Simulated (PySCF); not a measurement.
Cu(Cl)(OH2) (ClCuH2O), SMILES [Cu]([Cl])<-[OH2], multiplicity 1. Atoms are numbered in the order given.

```xyz
5

Cu     0.2671     0.0224     0.0000
Cl    -1.8210    -0.0227     0.0000
O      2.2373     0.0514     0.0000
H      2.6562    -0.3380     0.7775
H      2.6562    -0.3380    -0.7775
```

Geometry: B3LYP-D3(BJ)/def2-TZVP. The multiplicity is an assumed one; other spin states were not compared.

All values below come from CAM-B3LYP/def2-TZVPD (PySCF).

Gas-phase values at a fixed geometry.

```json
{
 "total_energy": "-2177.37423 hartree",
 "point_group": "Cs",
 "highest_occupied_level": "-8.24 eV",
 "lowest_empty_level": "-1.05 eV",
 "orbital_gap": "7.19 eV",
 "dipole_moment": "1.789 e·Å",
 "quadrupole, principal values (traceless, Buckingham form, about the centre of nuclear charge)": "-7.44, -0.60, 8.04 D·Å",
 "mean_static_polarisability": "45.5 bohr³ (6.74 Å³)",
 "polarisability_principal_values": "39.3, 40.7, 56.5 bohr³"
}
```
